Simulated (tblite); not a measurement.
Species: C6H10NO (doublet state).
Z-matrix (Å and degrees, GFN2-xTB geometry), rows numbered from 1:
```
C 
C   1  1.3249
C   2  1.4992  1  124.31
C   3  1.5261  2  111.42  1   173.44
C   3  1.5299  2  111.67  1   -62.61
N   3  1.5137  2  107.22  1    55.23
C   6  1.3013  3  126.22  2   177.63
O   7  1.2027  6  136.07  3    -1.35
H   1  1.0783  2  122.26  3     1.67
H   1  1.0760  2  121.66  3  -179.17
H   2  1.0810  1  119.89  3   178.01
H   4  1.0881  3  110.58  2   -56.58
H   4  1.0874  3  110.09  2    63.95
H   4  1.0869  3  109.92  2  -176.44
H   5  1.0873  3  109.97  2   -63.60
H   5  1.0872  3  109.71  2   176.68
H   5  1.0869  3  110.73  2    56.46
H   6  1.0087  3  114.46  2    -4.75
```

Computed values, GFN2-xTB/tblite, gas phase, harmonic and unscaled. Against measured fundamentals such values can be off by several per cent, at times by over 20. One conformer, not necessarily the lowest. Open shells enter through the occupations alone, without spin polarisation, and single modes of such species can be off by tens of per cent.

Harmonic wavenumbers (cm⁻¹): 37.1, 86.9, 145.9, 197.2, 225.5, 240.9, 261.7, 296.6, 354.0, 382.0, 423.4, 508.9, 539.4, 635.1, 657.8, 761.2, 831.2, 885.1, 959.5, 978.9, 1005.5, 1006.4, 1039.8, 1121.8, 1192.1, 1193.3, 1253.4, 1289.0, 1315.0, 1393.7, 1409.1, 1415.9, 1479.2, 1483.1, 1492.6, 1497.6, 1674.7, 1891.9, 3032.3, 3035.3, 3039.8, 3045.0, 3048.1, 3054.2, 3067.1, 3096.7, 3130.8, 3429.8.

A = 3447, B = 1460, C = 1327 MHz; mass 112.076 u (most abundant isotopes); point group C1, symmetry number 1; spin multiplicity 2.

Q: Zero-point energy?

A: Half the sum of the wavenumbers: 32271 cm⁻¹ = 92.27 kcal/mol.

Q: Give the ideal-gas entropy at 350 K and 1 bar in the rigid-rotor, harmonic-oscillator model (classical rotation).

A: Translation 40.88, rotation 28.75, vibration 32.24, spin (R ln 2) 1.38: S = 103.2 cal/(mol K).

Q: And Cp and H(350 K) − H(0)?

A: Cp = 41.59 cal/(mol K), of which vibrations give 33.64 (their classical limit is 48 R = 95.4); H(350 K) − H(0) = 8.77 kcal/mol without the zero-point energy, 5.99 from vibrations.

Q: How do the functions run with temperature in this model?

A: 
| T (K) | S (cal/(mol K)) | Cp (cal/(mol K)) | H − H(0) (kcal/mol) | G − H(0) (kcal/mol) | ln q(vib) |
| --- | --- | --- | --- | --- | --- |
| 50 | 58.4 | 12.1 | 0.49 | -2.43 | 0.53 |
| 100 | 68.5 | 17.9 | 1.23 | -5.61 | 1.53 |
| 298.15 | 96.9 | 37.0 | 6.73 | -22.17 | 6.33 |
| 373.15 | 106.0 | 43.6 | 9.76 | -29.78 | 8.18 |
| 500 | 120.1 | 53.4 | 15.93 | -44.14 | 11.27 |
| 750 | 144.7 | 67.5 | 31.17 | -77.33 | 17.10 |
| 1000 | 165.4 | 76.8 | 49.27 | -116.15 | 22.52 |

q(vib) and H(0) count from the zero-point level.

Q: Which modes carry the vibrational entropy at 350 K?

A: 37.1 cm⁻¹: 5.73; 86.9 cm⁻¹: 4.04; 145.9 cm⁻¹: 3.03; 197.2 cm⁻¹: 2.46; 225.5 cm⁻¹: 2.21; 240.9 cm⁻¹: 2.09 cal/(mol K); the other 42 give 12.68 together.

Q: What must be added to the electronic energy to get the Gibbs energy at 350 K and 1 bar?

A: ZPE + [H(350 K) − H(0)] − T·S = 92.27 + 8.77 − 36.13 = 64.91 kcal/mol.

Q: Blend soft modes into free rotors: weight 1/[1 + (100 cm⁻¹/ν̃)⁴] for the oscillator and the rest for a rotor with moment μB/(μ + B), μ = h/(8π²ν), B = 10⁻⁴⁴ kg m². What vibrational entropy results?

A: 29.91 cal/(mol K) in place of 32.24, which changes −T·S at 350 K by +0.81 kcal/mol.

Hindered rotation and anharmonicity are outside this model. Other conformers, if any are populated, would add a mixing term that is left out. The structure is chiral; the term R ln 2 for an equal mix with its mirror image is left out.
